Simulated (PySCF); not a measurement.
Ga(OH)3(OMe2), C2H9GaO4, singlet at its GFN2-xTB optimised geometry (Å):

```
16

Ga    -0.2406     0.2758     0.0000
O     -1.1104     1.7981     0.0000
H     -1.9310     1.8124    -0.4876
O     -1.0491    -1.1262    -0.6774
H     -0.4951    -1.8124    -1.0417
O      1.5137     0.2758     0.0000
H      1.9310     1.1305     0.0759
C     -1.5109     0.3205     2.9673
O     -0.4774    -0.1671     2.1399
C      0.1707    -1.3070     2.6627
H     -1.1081     0.6063     3.9453
H     -1.9214     1.1964     2.4691
H     -2.2957    -0.4316     3.0993
H     -0.5324    -2.1378     2.7828
H      0.6298    -1.0720     3.6293
H      0.9437    -1.5806     1.9454
```

Level of theory: CAM-B3LYP/def2-TZVP run with PySCF. Cells within 0.4 Å of a nucleus heavier than hydrogen are left out (blank, or x).

Map of the deformation density (molecule minus spherical neutral atoms) (e/bohr³) on the plane z = 0.0 Å:

```
|2222222222222222222222222222222|
|2222222222222222222222222222222|
|2222222222222222222222222222222|
|2222221112222222222222222222222|
|2222111111222222222222222222222|
|2222111111222222221111111222222|
|2221111112244222111111111122222|
|22211111233x8322111111111112222|
|2211111144xxx321111111001111222|
|2221111134xxx321111110000111222|
|2221111123356421111112100111122|
|2221111122354211112236930111122|
|2221111112232001123327941111122|
|2222111111111xxx0255xx331111222|
|2222111111111xxx0256xxx21111222|
|22222111111111xx0243xx732222222|
|2222211111111001112224422222222|
|2222221111223211111122222222222|
|2222222222234321111112222222222|
|2222222222344322111112222222222|
|2222222222343221111112222222222|
|2222222222232221111112222222222|
|2222222222222211111112222222222|
|2222222222221111111122222222222|
|2222222222211111111222222222222|
|2222222222211111112222222222222|
|2222222222221111222222222222222|
|2222222222222222222222222222222|
|2222222222222222222222222222222|
|2222222222222222222222222222222|
|2222222222222222222222222222222|
```
Scale: ten equal steps from -0.022 (start of '0') to 0.084 (end of '9'), in the order '0123456789'; x runs from -4.00 to 4.00, y from -4.00 (bottom) to 4.00 (top).
